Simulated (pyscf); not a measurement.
**Insertion: F–GeH(F)–F + F–Ge:–F [singlet] → F–GeH(F)–Ge(F)(F)–F**

Gas phase, singlet surface, charge 0. Bonds broken: Ge2–F6. Bonds formed: Ge2–Ge5, Ge5–F6. PySCF, gas phase, ωB97X-D3(BJ)/def2-SVP geometries.

Transition state (Å):

```xyz
8

F     -0.2257     2.0283     0.8647
Ge     0.5094     0.5315     1.2805
F      1.9247     0.3636     0.2912
F     -2.5376    -0.5624    -0.7731
Ge    -0.9438    -0.9407    -0.2274
F     -1.0818    -0.4835     1.7418
F     -1.0304    -2.6658    -0.1381
H      1.0418     0.4813     2.6990
```

One imaginary mode, 160i cm⁻¹; descent along it reached the two sides named, in the forms told below.

| bond | change | reactant side (Å) | saddle | product side |
|---|---|---|---|---|
| Ge2–F6 | breaks | 1.738 | 1.943 | 3.4 |
| Ge2–Ge5 | forms | 3.8 | 2.560 | 2.404 |
| Ge5–F6 | forms | 2.482 | 2.026 | 1.720 |

Electronic energies relative to the separated reactants (eV):

```tsv
level	barrier	reaction energy	reverse barrier
ωB97X-D3(BJ)/def2-TZVP	0.59	-0.61	1.21
PBE/def2-TZVP	0.59	-0.28	0.87
r²SCAN/def2-TZVP	0.55	-0.48	1.03
B3LYP-D3(BJ)/def2-TZVP	0.79	-0.24	1.04
PBE0-D3(BJ)/def2-TZVP	0.64	-0.48	1.12
M06-2X/def2-TZVP	0.79	-0.37	1.16
ωB97M-D3(BJ)/def2-TZVP	0.85	-0.20	1.05
HF/def2-TZVP	1.42	-0.27	1.69
```

With ωB97M-D3(BJ)/def2-TZVP energies and thermal terms (ideal gas, 1 atm, RRHO with modes under 100 cm⁻¹ raised to 100, one conformer, R ln 2 for chiral ones without a mode under 150 cm⁻¹), in eV:

```json
[
 {"T (K)": "298", "ΔH‡": "0.87", "ΔG‡": "1.38", "ΔH": "-0.15", "ΔG": "+0.33"},
 {"T (K)": "600", "ΔH‡": "0.90", "ΔG‡": "1.88", "ΔH": "-0.10", "ΔG": "+0.79"},
 {"T (K)": "900", "ΔH‡": "0.93", "ΔG‡": "2.36", "ΔH": "-0.05", "ΔG": "+1.23"},
 {"T (K)": "1200", "ΔH‡": "0.95", "ΔG‡": "2.83", "ΔH": "0.00", "ΔG": "+1.65"}
]
```

On the reactant side the descent ends in a complex (not fully relaxed), 0.19 eV under the separated species and 0.79 eV under the saddle at ωB97X-D3(BJ)/def2-TZVP. This is the saddle that the search found; another between the same sides may lie lower. Elements up to Kr have no core potential and no relativistic terms here.
